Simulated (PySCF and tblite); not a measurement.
Results of a calculation; reference values are marked as such.
C₄H₁₀GeSi, numbered as in [CH:1]#[C:2][GeH2:3][CH2:4][SiH2:5][CH3:6]. Search: ETKDG and KDG, UFF, GFN2-xTB, 90 starts; geometries at GFN2-xTB. Free energies are PBE0-D3(BJ)/def2-SVP (IEF-PCM, tetrahydrofuran) single points with GFN2-xTB rigid-rotor and vibrational terms (modes under about 100 cm⁻¹ blended into free rotors). Symmetry numbers and mirror images are counted. Conformers within 2.5 kcal/mol (GFN2-xTB free energy) were kept, 4 at most. GIAO shieldings: KT2/pcSseg-1 (IEF-PCM, tetrahydrofuran). Shifts are against TMS (¹H), TMS (¹³C), TMS (²⁹Si) at the same level. Run with PySCF (density fitting) and tblite.

Torsions listed: C2–Ge3–C4–Si5, Ge3–C4–Si5–C6. Of a mirror pair one member is shown.

```
conformer       shape  point group  mirror pair  ΔE(DFT)  Δ(G−E) at 250 K  δ Si5 (ppm)
        1  -51°, -50°           C1          yes     0.00             0.00        -45.5
        2   71°, -61°           C1          yes     0.03            -0.03        -41.0
        3   175°, 57°           C1          yes     0.44            -0.02        -44.6
        4  -61°, 179°           C1          yes     0.49            -0.08        -44.3
```

Energies in kcal/mol; the thermal term leaves out symmetry numbers and mirror images.

Task: Work out the weights at 250 K and the ²⁹Si shift of Si5 under fast exchange.

Result: RT = 0.497 kcal/mol. Each conformer gets RT ln(σ/g), with σ the rotational symmetry number and g = 2 for a mirror pair: 1: σ = 1, g = 2, G = 0.00 + 0.00 − 0.34 = -0.34, 0.00 above the lowest, exp(−ΔG/RT) = 0.997; 2: σ = 1, g = 2, G = 0.03 − 0.03 − 0.34 = -0.35, 0.00 above the lowest, exp(−ΔG/RT) = 1.000; 3: σ = 1, g = 2, G = 0.44 − 0.02 − 0.34 = 0.08, 0.43 above the lowest, exp(−ΔG/RT) = 0.421; 4: σ = 1, g = 2, G = 0.49 − 0.08 − 0.34 = 0.06, 0.41 above the lowest, exp(−ΔG/RT) = 0.441. The sum is 2.859, so the weights are 34.9, 35.0, 14.7, 15.4 %. The averaged shift is -43.6 ppm. At 298.15 K it is -43.6 ppm. At 298.15 K the leading conformer alone gives -41.0 ppm and bare DFT energies give -43.7 ppm.

Spin–orbit effects of the heavy atoms on shieldings are missing. Unscaled ²⁹Si shifts at such levels can be off by tens of ppm; differences between conformers or isomers are more reliable. For its torsions the set is small; conformers may be missing.
